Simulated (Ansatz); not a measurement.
Ge₃O₄⁺, relaxed as a doublet with UKS r2SCAN-D4/def2-SVP in Ansatz, starting from the GFN1-xTB geometry. Force threshold 0.02 eV/Å.

The relaxation made no stability test and no search for a lower SCF solution. Another isomer (doublet) lies 2.84 eV lower at PBE0-D4/def2-TZVP; other spin states weren't run for this one.

Start:

```xyz
7

Ge   -1.369    1.254   -1.563
Ge    1.225    0.545    0.248
Ge   -0.584   -1.136    0.485
O    -0.650   -2.472    1.373
O     2.675    0.622    0.935
O     0.343    1.516   -0.869
O    -1.640   -0.329   -0.610
```

(1) Estimate the energy that the relaxation releases and the steps that it takes.

(2) Does the start keep its bonding and symmetry?

(3) Predict the relaxed structure.

Results:

(1) 9.5 kJ/mol, in 5 steps; 31 s on 4 threads of Arm Neoverse V1 on a shared host. No frequencies were taken in this run, so the end may be a saddle point.

(2) By distances, no bond broke or formed. The bond that changes most is Ge2–Ge3, from 2.48 to 2.53 Å (atoms count from 1). Point group C2v at the start, C2v at the end, both within 0.05 Å.

(3) 
```xyz
7

Ge   -1.357    1.241   -1.547
Ge    1.250    0.560    0.251
Ge   -0.598   -1.158    0.493
O    -0.739   -2.542    1.375
O     2.750    0.703    0.917
O     0.347    1.527   -0.876
O    -1.653   -0.332   -0.614
```
Bond lengths: 6 × Ge–O 1.65 to 1.85 Å; 1 × Ge–Ge 2.53 Å.
